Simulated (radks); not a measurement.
All-electron atom: the xenon ion Xe+ in [Kr] 4d10 5s1.5 5p5 6p0.5 (fractional occupations, a model configuration). Method: Dirac Kohn-Sham, exchange-only LDA, spin-unpolarised, spherical densities, finite nucleus; open shells are shared between the two j in proportion to 2j + 1; Fermi nuclear charge, rms radius 4.7859 fm; computed with a radial shooting solver on a logarithmic mesh with Libxc functionals. Some entries of the table are withheld. Estimate them.

orbital      occ.  eigenvalue (Ry)  <1/r> (bohr^-1)
1s1/2           2              (1)            58.05
2s1/2           2        -393.2177              (2)
2p1/2           2        -369.6809            13.57
2p3/2           4        -345.8549            12.47
3s1/2           2        -81.09525            4.851
3p1/2           2        -71.29026            4.766
3p3/2           4        -66.76768            4.494
3d3/2           4        -49.44074              (3)
3d5/2           6        -48.48391              (4)
4s1/2           2        -15.34661            1.970
4p1/2           2        -11.87307            1.862
4p3/2           4        -10.96252            1.772
4d3/2           4         -5.33459            1.529
4d5/2           6         -5.18764            1.506
5s1/2         1.5         -2.26966           0.7306
5p1/2     1.66667         -1.43508           0.6255
5p3/2     3.33333         -1.32573           0.5958
6s1/2           0         -0.45093           0.2604
5d3/2           0         -0.37378           0.3425
5d5/2           0         -0.36740           0.3369
6p1/2    0.166667         -0.30567           0.2061
6p3/2    0.333333         -0.29403           0.1990

Answer. 
(1) 1s1/2 eigenvalue (Ry): -2522.306
(2) 2s1/2 <1/r> (bohr^-1): 13.58
(3) 3d3/2 <1/r> (bohr^-1): 4.353
(4) 3d5/2 <1/r> (bohr^-1): 4.283
